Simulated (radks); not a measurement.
Isoelectronic series with 3 electrons, all held in the configuration [He] 2s1, which need not be the ground one along the series. All-electron calculation, Dirac Kohn-Sham, BLYP, spin-unpolarised, spherical densities, finite nucleus; Fermi nuclear charge, rms radius of each element as measured or else 0.836 A^(1/3) + 0.57 fm. Program: a radial shooting solver on a logarithmic mesh with Libxc functionals. Total energies (hartree) and orbital eigenvalues (eV):

ion    E (hartree)      2s1/2      1s1/2
Li        -7.47581    -2.7541   -52.0654
B2+      -23.41276   -31.4595  -211.7006
N4+      -48.36596   -87.6229  -480.6350
F6+      -82.35122  -171.1146  -858.7880
Al10+   -177.51774  -420.3373  -1943.752
P12+    -238.76362  -586.2769  -2651.276
Cl14+   -309.17119  -779.9488  -3469.430
K16+    -388.78842  -1001.518  -4398.759
Sc18+   -477.66977  -1251.174  -5439.886
V20+    -575.87657  -1529.132  -6593.514
Mn22+   -683.47697  -1835.630  -7860.425
Co24+   -800.54655  -2170.937  -9241.488
Cu26+   -927.16819  -2535.345  -10737.66
Ga28+  -1063.43256  -2929.177  -12349.98
